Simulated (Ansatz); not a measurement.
Relaxation of AlH6OPSi (10 atoms, charge 0, multiplicity 1), to a largest force component of 0.015 eV/Å in at most 40 steps.

Theory: RKS B3LYP/6-31G* (Ansatz 0.2.0).

```xyz
10
Properties=species:S:1:pos:R:3
O -1.056 1.518 -0.254
P -0.884 0.245 0.844
Al 1.344 0.715 1.185
Si -0.411 -1.229 -0.743
H -2.081 1.594 -0.431
H 1.802 2.014 2.046
H 2.524 -0.232 0.573
H -1.711 -1.574 -1.409
H 0.446 -0.659 -1.691
H 0.110 -2.443 -0.118
```

Problem. Where does it end, and by what steps?

Solution. It converged. After 10 steps the energy has fallen by 0.519 eV; H7 moved furthest, 1.11 Å.

```tsv
step	energy less start (eV)	largest force component (eV/Å)	accepted
0	0.0000	3.210	yes
1	-0.3435	1.044	yes
2	-0.3581	1.912	yes
3	-0.4433	0.537	yes
4	-0.4700	0.264	yes
5	-0.4865	0.251	yes
6	-0.5115	0.119	yes
7	-0.5153	0.136	yes
8	-0.5182	0.032	yes
9	-0.5183	0.036	yes
10	-0.5186	0.014	yes
```

```xyz
10
Properties=species:S:1:pos:R:3
O -1.275 1.584 -0.115
P -0.728 0.201 0.738
Al 1.475 0.771 1.232
Si -0.425 -1.282 -0.955
H -2.202 1.732 0.128
H 1.922 2.293 1.282
H 2.437 -0.420 1.661
H -1.749 -1.622 -1.540
H 0.446 -0.802 -2.066
H 0.182 -2.506 -0.363
```

Time of the run: 20 s on 1 thread of AMD EPYC 9R45 96-Core Processor (Zen 5), with other jobs on the host, peak memory 0.19 GiB.
